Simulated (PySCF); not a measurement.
CH₃Cd, SMILES [CH3][Cd] (connectivity only; charge and spin as stated), neutral, multiplicity 2.

Geometry optimised at B3LYP-D3(BJ)/def2-TZVP. The spin state was assumed, not searched. The isomer is the one that the SMILES or the coordinates give; other isomers of the formula were not compared. The def2 effective core potentials stand for the cores of Cd; spin–orbit coupling is left out.

All values below come from PBE/def2-TZVPD in PySCF.

Gas-phase values at a fixed geometry.

Task: Estimate the frontier levels, dipole moment and polarisability. (An estimate is asked for; the answer gives what the named calculation found.)

Result: 
| Quantity | Result |
|---|---|
| α spin, highest occupied and lowest empty level | -4.19 and -1.17 eV |
| β spin, highest occupied and lowest empty level | -6.52 and -3.17 eV |
| dipole moment | 0.10 D |
| quadrupole, principal values (traceless, Buckingham form, about the centre of nuclear charge) | -4.01, 2.00, 2.00 D·Å |
| mean static polarisability | 66.1 bohr³ (9.80 Å³) |
| polarisability, principal values | 54.5, 54.5, 89.3 bohr³ |
| ⟨S²⟩ | 0.755 (pure state 0.75) |
